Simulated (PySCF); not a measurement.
## Absolute configuration from chiroptical data

Method used: PySCF 2.14.0, TDDFT BHandHLYP/def2-SVPD circular dichroism and optical rotation, one conformer, gas phase. Geometry: GFN2-xTB.

Values for one enantiomer of C$_{4}$H$_{8}$FNSi$_{2}$, R in 10⁻⁴⁰ esu² cm² (velocity form):
| λ (nm) | f | R |
| --- | --- | --- |
| 202 | 0.013 | -10.0 |
| 194 | 0.002 | -6.4 |
| 185 | 0.154 | -19.3 |
| 182 | 0.008 | -7.5 |
| 181 | 0.009 | -0.7 |
| 176 | 0.005 | -7.8 |
| 173 | 0.002 | -0.8 |
| 170 | 0.008 | +2.9 |
| 165 | 0.053 | -5.0 |
| 160 | 0.003 | +6.3 |
| 158 | 0.008 | -3.4 |
| 155 | 0.008 | +12.1 |
| 151 | 0.002 | +3.8 |
| 149 | 0.011 | +8.5 |
| 149 | 0.002 | +2.6 |
| 147 | 0.077 | +43.6 |

[α] at 589.3 nm: -89 deg dm⁻¹ (g/mL)⁻¹ (origin-invariant length gauge).

**Question.** Which structure gives these signs?
A. C[C@@H]1[SiH2][C@@H](F)[Si@@H]1C#N
B. C[C@H]1[SiH2][C@H](F)[Si@H]1C#N

**Answer.** B. Its CIP labels in SMILES order are S, S, S; the other enantiomer gives every sign reversed.

Geometry of C[C@H]1[SiH2][C@H](F)[Si@H]1C#N as run:
```xyz
16

C    -1.588    1.244   -0.139
C    -0.766    0.174    0.574
Si   -0.618   -1.562   -0.270
C     1.299   -1.415    0.018
F     1.762   -2.277    1.014
Si    1.146    0.412    0.643
C     1.700    1.568   -0.714
N     2.019    2.280   -1.552
H    -1.547    2.189    0.401
H    -1.211    1.417   -1.144
H    -2.631    0.942   -0.213
H    -1.167    0.066    1.585
H    -0.950   -1.557   -1.694
H    -1.235   -2.674    0.445
H     1.951   -1.596   -0.839
H     1.829    0.798    1.874
```
